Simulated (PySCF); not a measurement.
Sn(H)(F)2(vinyl) (C₂H₄F₂Sn), SMILES C=[CH][SnH]([F])[F].

The structure is a stationary point at PBE-D3(BJ)/def2-SVP. The structure was generated by enumeration; whether it is a known compound was not checked. The def2 effective core potentials stand for the cores of Sn; spin–orbit coupling is left out. One conformer was computed; it need not be the lowest.

Computed with PySCF with PBE-D3(BJ)/def2-SVP.

Frequencies are harmonic and unscaled.

Question: Give all harmonic wavenumbers and intensities. (Estimate from the structure and the level; the computed values follow.)

Answer: 
```tsv
mode	ν (cm⁻¹)	IR (km/mol)	moving atoms (share of kinetic energy)
1	42	0.8	C 42 %, H 29 %, F 24 %
2	112	13.3	F 45 %, Sn 24 %, C 17 %, H 14 %
3	127	0.4	F 40 %, H 28 %, C 26 %
4	172	14.3	F 87 %, Sn 8 %
5	263	8.2	C 61 %, H 19 %, F 10 %, Sn 10 %
6	462	14.5	H 67 %, C 32 %
7	499	86.9	H 50 %, C 35 %, Sn 12 %
8	551	38.6	H 62 %, C 33 %
9	562	55.5	H 92 %
10	610	44.5	F 86 %, Sn 11 %
11	615	63.7	F 83 %, Sn 17 %
12	943	24.4	H 72 %, C 28 %
13	955	7.6	H 86 %, C 13 %
14	983	19.9	H 95 %
15	1195	15.9	H 73 %, C 27 %
16	1365	12.5	H 85 %, C 15 %
17	1611	2.6	C 86 %, H 14 %
18	1869	113.4	H 99 %
19	3047	6.6	H 95 %
20	3109	0.7	H 91 %, C 9 %
21	3138	2.2	H 89 %, C 11 %
```
